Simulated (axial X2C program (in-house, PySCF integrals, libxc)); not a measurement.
## Density and ELF of SeBr⁻

All values were computed with an in-house all-electron X2C program for linear molecules (integrals from PySCF). Spin-free means the one-electron spin-free X2C Hamiltonian. Basis: Br dyall-acv3z [9s10p7d5f1g], Se dyall-acv3z [9s10p7d5f1g] (cores contracted in-house); Gaussian nuclei, density fitting, unrestricted open shells. Masses: Br 78.918 u, Se 79.917 u.

PBE0, spin-free, state M_S = 0, Λ = 0 (closed shell); Br at z = 0, Se at z = 2.390 Å.

The maps cover the half plane through the axis: z from -2.4 to 4.2 Å along the bond, ρ from 0.15 to 2.25 Å away from it.

log10 of the density in e/bohr³:

```
 ρ\z  -2.4  -1.8  -1.2  -0.6   0.0   0.6   1.2   1.8   2.4   3.0   3.6   4.2
0.15  -3.4  -2.4  -1.5  -0.5   1.4  -0.5  -1.1  -0.5   1.4  -0.6  -1.6  -2.6
0.45  -3.4  -2.5  -1.5  -0.7   0.1  -0.7  -1.2  -0.8   0.1  -0.8  -1.7  -2.6
0.75  -3.5  -2.6  -1.7  -1.0  -0.7  -1.0  -1.4  -1.1  -0.7  -1.1  -1.8  -2.7
1.05  -3.6  -2.8  -2.0  -1.3  -1.1  -1.4  -1.7  -1.4  -1.1  -1.4  -2.0  -2.8
1.35  -3.7  -3.0  -2.3  -1.7  -1.6  -1.8  -2.0  -1.7  -1.5  -1.7  -2.2  -2.9
1.65  -3.9  -3.2  -2.6  -2.2  -2.0  -2.2  -2.4  -2.1  -1.9  -2.1  -2.5  -3.1
1.95  -4.1  -3.5  -3.0  -2.6  -2.5  -2.7  -2.7  -2.5  -2.3  -2.4  -2.8  -3.3
2.25  -4.3  -3.8  -3.3  -3.0  -2.9  -3.1  -3.1  -2.8  -2.7  -2.8  -3.1  -3.5
```

Electron localisation function (collinear form, no current term, damped to 0 at low density):

```
 ρ\z  -2.4  -1.8  -1.2  -0.6   0.0   0.6   1.2   1.8   2.4   3.0   3.6   4.2
0.15  0.01  0.15  0.61  0.20  0.25  0.17  0.66  0.15  0.24  0.17  0.34  0.03
0.45  0.01  0.15  0.62  0.47  0.38  0.41  0.56  0.21  0.47  0.30  0.42  0.05
0.75  0.01  0.15  0.62  0.82  0.54  0.71  0.39  0.58  0.39  0.74  0.51  0.07
1.05  0.01  0.14  0.58  0.85  0.86  0.69  0.23  0.71  0.87  0.87  0.56  0.10
1.35  0.01  0.11  0.50  0.79  0.82  0.50  0.12  0.65  0.89  0.85  0.55  0.12
1.65  0.00  0.07  0.38  0.66  0.66  0.25  0.06  0.52  0.82  0.78  0.50  0.11
1.95  0.00  0.03  0.22  0.46  0.42  0.09  0.03  0.36  0.71  0.68  0.39  0.08
2.25  0.00  0.01  0.09  0.22  0.17  0.02  0.01  0.21  0.53  0.50  0.25  0.04
```

Occupations by symmetry block were frozen at the best pattern of an incomplete PBE0 search.
